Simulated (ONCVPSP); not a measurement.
**Which change was made? (Co, ONCV)**

| Quantity | Value |
| --- | --- |
| Element | cobalt (Co) |
| Generator | ONCVPSP 4.0.1 |
| Type | optimised norm-conserving Vanderbilt (ONCV) |
| Functional | LDA (Perdew-Zunger) |
| Relativity | scalar-relativistic |
| Frozen core | [Ne] 3s2 |
| Valence charge | 15 |
| Reference configuration | 3p6 3d7 4s0.5 (charge +1.5) |
| Partial waves | 4s: rc 2.30 bohr, ncon 4, nbas 8, qcut 3.1 1/bohr, 3 projectors, debl 3.8 Ha; 3p: rc 0.95 bohr, ncon 4, nbas 9, qcut 15.1 1/bohr, 1 projector; 3d: rc 0.85 bohr, ncon 5, nbas 8, qcut 10.9 1/bohr, 3 projectors, debl 2.4 Ha |
| Local potential | polynomial inside 0.85 bohr (lpopt 3, dvloc0 -1 Ha) |
| Core correction | Teter function, fcfact 5, rcfact 1.45 |

Cutoffs, loose and tight: the cutoffs (Ha) at which the residual kinetic energy of the hardest occupied pseudo-wave falls to 1 and 0.1 mHa per electron. They do not see the model core or the augmentation charge, which bear on the density cutoff. Test errors are all-electron minus pseudo excitation energies from the reference, over the configurations 3p6 3d7 4s2; 3p6 3d7 4s1; 3p6 3d7 4s0; 3p6 3d6 4s2; variants that change the core or the reference have their own tests.

The base gives: outcome: generated; cutoff, loose: 297 Ha; cutoff, tight: 332 Ha; bound ghosts: d; GHOST(+) flags above zero: s, d; largest test error (meV): -131.

Problem. After one change the result is: outcome: generated, projector energies reset by the program; cutoff, loose: 58 Ha; cutoff, tight: 180 Ha; bound ghosts: p; GHOST(+) flags above zero: s; largest test error (meV): +45. Which change was it?
A. core [Ne], valence charge 17; reference 3s2 3p6 3d7 4s1; waves now 3s+4s: rc 1.15 bohr, ncon 5, nbas 8, qcut 10.9 1/bohr, 2 projectors; 3p: rc 0.75 bohr, ncon 3, nbas 6, qcut 11.4 1/bohr, 3 projectors, debl 0.8 Ha; 3d: rc 1.40 bohr, ncon 3, nbas 7, qcut 9 1/bohr, 2 projectors, debl 3.6 Ha; local potential polynomial inside 0.55 bohr (lpopt 5, dvloc0 2 Ha)
B. local potential polynomial inside 0.55 bohr (lpopt 5, dvloc0 0 Ha)
C. s: qcut 3.4; p: qcut 16.5; d: qcut 11.9

Solution. A. The others give: s: qcut 3.4; p: qcut 16.5; d: qcut 11.9 → outcome: generated; cutoff, loose: 285 Ha; cutoff, tight: 326 Ha; bound ghosts: none; GHOST(+) flags above zero: s, d; largest test error (meV): -158 | local potential polynomial inside 0.55 bohr (lpopt 5, dvloc0 0 Ha) → outcome: generated; cutoff, loose: 297 Ha; cutoff, tight: 332 Ha; bound ghosts: s, d; GHOST(+) flags above zero: s, d; largest test error (meV): -131.
